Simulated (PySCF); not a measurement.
**TlF3: one run**

TlF3 (singlet). PySCF 2.14.0, RKS CAM-B3LYP, Tl def2-SVP with ECP60, F def2-SVP; non-relativistic Hamiltonian with scalar-relativistic core potentials where named; density fitting; no spin-orbit coupling. Purpose: singlet excitations, Tamm-Dancoff CAM-B3LYP.

```python
mol = gto.M(atom='''
Tl     0.23759    -0.00000     0.00000
F     -0.58653     0.00000     1.85815
F     -0.58653    -0.00000    -1.85815
F      2.28474    -0.00000    -0.00000''',
    basis={'Tl': 'def2-SVP', 'F': 'def2-SVP'},
    ecp={'Tl': 'def2-SVP'},
    charge=0, spin=0)
mf = dft.RKS(mol, xc='CAMB3LYP')
mf.grids.atom_grid = (50, 194)
mf = mf.density_fit()  # fitting sets: Tl def2-universal-JKFIT, F def2-universal-JKFIT
mf.conv_tol = 1e-08; mf.max_cycle = 55
mf.kernel(dm0)  # dm0: converged density of the relaxed state
td = mf.TDA(); td.nstates = 8; td.kernel()
```

Run from Python with OMP_NUM_THREADS=2; the lines above give its settings. Where DIIS fails, smearing, a level shift and second-order steps follow.
It took 9.5 s on 2 threads of Arm Neoverse V1 (shared host), from an already converged density.

Where do the frontier levels lie, over both spins?

HOMO -11.96 eV, LUMO -3.64 eV. 

What are the Mulliken charges and spins?


```tsv
atom	charge (e)	spin (e)
Tl1	1.112	0.000
F2	-0.364	0.000
F3	-0.364	0.000
F4	-0.383	0.000
```

Which singlet excitations follow (Tamm-Dancoff, 8 states)?


| state | eV | oscillator strength |
| --- | --- | --- |
| 1 | 4.50 | 0.0009 |
| 2 | 4.51 | 0.0153 |
| 3 | 4.70 | 0.0000 |
| 4 | 4.75 | 0.0351 |
| 5 | 4.76 | 0.0091 |
| 6 | 5.23 | 0.0251 |
| 7 | 6.48 | 0.0776 |
| 8 | 6.98 | 0.1471 |

The geometry was relaxed with TPSS (Tl def2-SVP with ECP60, F def2-SVP).
